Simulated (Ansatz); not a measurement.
Basis-set series for Cl₂H₂Se₂Sn, SMILES `[Cl][Sn]([Cl])([SeH])[SeH]`. The species carries charge 0 and has multiplicity 1. Sn takes the def2 core potential. The geometry is a stationary point of PBE0-D4/def2-TZVP. It is one conformer, not always the lowest.

```json
{"functional": "PBE0-D4", "basis": "def2-SVP", "functions": "136", "energy (Eh)": "-5937.43171", "HOMO (eV)": "-7.62", "LUMO (eV)": "-2.59"}
{"functional": "PBE0-D4", "basis": "def2-QZVPP", "functions": "460", "energy (Eh)": "-5938.48155", "HOMO (eV)": "-7.73", "LUMO (eV)": "-2.75"}
{"functional": "ωB97M-V", "basis": "def2-SVP", "functions": "136", "energy (Eh)": "-5937.92735", "HOMO (eV)": "-9.72", "LUMO (eV)": "-0.61"}
{"functional": "ωB97M-V", "basis": "def2-QZVPP", "functions": "460", "energy (Eh)": "-5938.96686", "HOMO (eV)": "-9.87", "LUMO (eV)": "-0.89"}
```

Question: Give the rows for def2-TZVPP. (Best estimate.)

Answer: Ansatz gave: 
```csv
functional,basis,functions,energy (Eh),HOMO (eV),LUMO (eV)
PBE0-D4,def2-TZVPP,258,-5938.35110,-7.72,-2.72
ωB97M-V,def2-TZVPP,258,-5938.84090,-9.85,-0.83
```

Scalar relativity is left out up to krypton.
